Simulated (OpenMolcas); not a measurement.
Cl2+: input and output

Input:

```
&GATEWAY
Coord
1

Cl 0.0 0.0 0.0
Basis=ANO-RCC
Group=XYZ
NoMove
AngMom=0.0 0.0 0.0
AMFI
&SEWARD
* reference wave functions (RASSCF and RASSI steps not shown): 5 electrons in 9 orbitals (RAS2 3s 3p; RAS3 3d, at most 2 electrons)
>>> COPY JOB001 $Project.JobIph
&CASPT2
Multistate=1 1
Frozen=1 0
IPEA=0.0
Imaginary=0.1
MaxIter=60
WThr=0.0 0.3 0.05
PrWF=0.5
NoMix
>>> COPY JOB002 $Project.JobIph
&CASPT2
Multistate=11 1 2 3 4 5 6 7 8 9 10 11
Frozen=1 0
IPEA=0.0
Imaginary=0.1
MaxIter=60
WThr=0.0 0.3 0.05
PrWF=0.5
NoMix
>>> COPY JOB003 $Project.JobIph
&CASPT2
Multistate=3 1 2 3
Frozen=1 0
IPEA=0.0
Imaginary=0.1
MaxIter=60
WThr=0.0 0.3 0.05
PrWF=0.5
NoMix
...
```

Output, cut to the results:

```
--- CASPT2 ---
Orbital specifications:
      -----------------------

      Symmetry species                           1   2
                                                ag  au
      Frozen orbitals                            1   0
      Inactive orbitals                          1   3
      Active orbitals                            6   3
      Secondary orbitals                        43  43
      Deleted orbitals                           0   0
      Number of basis functions                 51  49
Type of calculation                        SS-CASPT2
      Fock operator                              state-specific
      IPEA shift                                 0.00
      Real shift                                 0.00
      Imaginary shift                            0.10
      The input orbitals will be transformed to quasi-canonical
Reference energy:        -459.7253276013
      E2 (Non-variational):      -0.1977463193
      Shift correction:          -0.0000232861
      E2 (Variational):          -0.1977696054
      Total energy:            -459.9230972067
      Residual norm:              0.0000004856
      Reference weight:           0.98655
      Contributions to the CASPT2 correlation energy
      Active & Virtual Only:         -0.0353791901
      One Inactive Excited:          -0.0406905681
      Two Inactive Excited:          -0.1216765610
::    CASPT2 Root  1     Total energy:   -459.92309721
--- CASPT2 ---
Orbital specifications:
      -----------------------

      Symmetry species                           1   2
                                                ag  au
      Frozen orbitals                            1   0
      Inactive orbitals                          1   3
      Active orbitals                            6   3
      Secondary orbitals                        43  43
      Deleted orbitals                           0   0
      Number of basis functions                 51  49
Type of calculation                        MS-CASPT2
      Fock operator                              state-specific
      IPEA shift                                 0.00
      Real shift                                 0.00
      Imaginary shift                            0.10
      The input orbitals will be transformed to quasi-canonical
Reference energy:        -459.6245785224
      E2 (Non-variational):      -0.2159471985
      Shift correction:          -0.0000542740
      E2 (Variational):          -0.2160014725
      Total energy:            -459.8405799949
      Residual norm:              0.0000000890
      Reference weight:           0.98043
      Contributions to the CASPT2 correlation energy
      Active & Virtual Only:         -0.0524853841
      One Inactive Excited:          -0.0420694071
      Two Inactive Excited:          -0.1213924073
Reference energy:        -459.6245785224
      E2 (Non-variational):      -0.2159473518
      Shift correction:          -0.0000542744
      E2 (Variational):          -0.2160016261
      Total energy:            -459.8405801485
      Residual norm:              0.0000000890
      Reference weight:           0.98043
      Contributions to the CASPT2 correlation energy
      Active & Virtual Only:         -0.0524854865
      One Inactive Excited:          -0.0420694489
      Two Inactive Excited:          -0.1213924165
::    CASPT2 Root  1     Total energy:   -459.84057999
::    CASPT2 Root  2     Total energy:   -459.84058015
::    CASPT2 Root  3     Total energy:   -459.84057970
::    CASPT2 Root  4     Total energy:   -459.84057967
::    CASPT2 Root  5     Total energy:   -459.84058017
::    CASPT2 Root  6     Total energy:   -459.78603691
::    CASPT2 Root  7     Total energy:   -459.78603691
::    CASPT2 Root  8     Total energy:   -459.78603691
::    CASPT2 Root  9     Total energy:   -458.85929224
::    CASPT2 Root 10     Total energy:   -458.85929224
::    CASPT2 Root 11     Total energy:   -458.85929224
::    MS-CASPT2 Root  1     Total energy:   -459.84058200
::    MS-CASPT2 Root  2     Total energy:   -459.84058068
::    MS-CASPT2 Root  3     Total energy:   -459.84058003
::    MS-CASPT2 Root  4     Total energy:   -459.84057962
::    MS-CASPT2 Root  5     Total energy:   -459.84057736
::    MS-CASPT2 Root  6     Total energy:   -459.78662285
::    MS-CASPT2 Root  7     Total energy:   -459.78662285
::    MS-CASPT2 Root  8     Total energy:   -459.78662285
::    MS-CASPT2 Root  9     Total energy:   -458.85870630
::    MS-CASPT2 Root 10     Total energy:   -458.85870630
::    MS-CASPT2 Root 11     Total energy:   -458.85870630
--- CASPT2 ---
Orbital specifications:
      -----------------------

      Symmetry species                           1   2
                                                ag  au
      Frozen orbitals                            1   0
      Inactive orbitals                          1   3
      Active orbitals                            6   3
      Secondary orbitals                        43  43
      Deleted orbitals                           0   0
      Number of basis functions                 51  49
Type of calculation                        MS-CASPT2
      Fock operator                              state-specific
      IPEA shift                                 0.00
      Real shift                                 0.00
      Imaginary shift                            0.10
      The input orbitals will be transformed to quasi-canonical
Reference energy:        -459.2751519717
      E2 (Non-variational):      -0.1961490876
      Shift correction:          -0.0000716557
      E2 (Variational):          -0.1962207433
      Total energy:            -459.4713727150
      Residual norm:              0.0000001718
      Reference weight:           0.98327
      Contributions to the CASPT2 correlation energy
      Active & Virtual Only:         -0.0367156771
      One Inactive Excited:          -0.0384426048
      Two Inactive Excited:          -0.1209908057
Reference energy:        -459.2751519717
...
```

Levels above the lowest, from the spin-orbit matrix with the single-state CASPT2 energies, averaged by term, on its diagonal:

```
Configuration  Term    J  E (eV)  Measured (eV)  Term weight %
      3s² 3p³   ⁴S°  3/2  0.0000         0.0000            100
      3s² 3p³   ²D°  3/2   2.241         2.2383            100
      3s² 3p³   ²D°  5/2   2.247         2.2466            100
      3s² 3p³   ²P°  1/2   3.733         3.6962            100
      3s² 3p³   ²P°  3/2   3.739         3.7080            100
       3s 3p⁴    ⁴P  5/2  12.252        12.2149            100
       3s 3p⁴    ⁴P  3/2  12.321        12.2906            100
       3s 3p⁴    ⁴P  1/2  12.360        12.3333            100
       3s 3p⁴    ²D  3/2  15.318                           100
       3s 3p⁴    ²D  5/2  15.321                           100
```

Against the 7 measured excited levels shown (Moore, Atomic Energy Levels, vol. I, NSRDS-NBS 35 (1971 reprint of NBS Circular 467, 1949)) the mean absolute deviation is 190 cm-1; the largest miss in energy is 3s 3p⁴ ⁴P_5/2: computed 12.252, measured 12.2149 eV (+0.3 %), and the largest in proportion 3s² 3p³ ²P°_1/2 (+1.0 %).

The run also gave levels led by 3s 3p³ 3d, 3s² 3p² 3d, which use shells meant for correlation; these and all levels above them are left out. Some terms mix strongly with configurations of 3d, whose occupation reaches 0.32 (3s 3p⁴ ⁴P, 3s 3p⁴ ²D). Measured partners are found by configuration, term and J. A level has none where our copy of the source lacks it or the pairing is in doubt (some pairs that miss far off the trend of their configuration count as doubtful), and it then counts in no deviation. Levels of configurations outside the active space are missing. The first state left out of the spin-orbit step lies near 160000 cm-1 above the lowest spin-free state of the reference (among the parities and spins computed), and the list stops at four fifths of that energy or lower.

The term weight is that of the spin-free term in the level, not the purity of its configuration. ° marks odd parity.
